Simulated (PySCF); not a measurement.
# Gas-phase thermal properties of SnO₂

Energies from PySCF (xtb for GFN2), thermal terms from the rigid-rotor harmonic-oscillator model, ideal gas at 1 bar. All species are closed-shell singlets. Sn: scalar-relativistic def2 core potential, no spin-orbit coupling. SnO₂: computed as isolated molecules; such fragments, hydroxides, amides, oligomers or adducts are transient or little studied in the gas. The harmonic model lacks anharmonicity and excited electronic states, which grow with temperature; levels with a mode under 35 cm⁻¹ are left out.

```tsv
level	point group	σ	ZPE (kJ/mol)	S°298 (J/mol/K)	Cp298 (J/mol/K)	S°1000 (J/mol/K)	H1000 − H298 (kJ/mol)
GFN2-xTB	D∞h	2	10.0	265.6	51.8	334.9	40.8
PBE/def2-SVP	D∞h	2	11.2	258.8	50.7	327.3	40.4
PBE0/def2-TZVP	D∞h	2	12.3	255.7	49.6	323.4	40.0
```
σ: rotational symmetry number. Electronic degeneracy used: 1. Frequencies are unscaled.
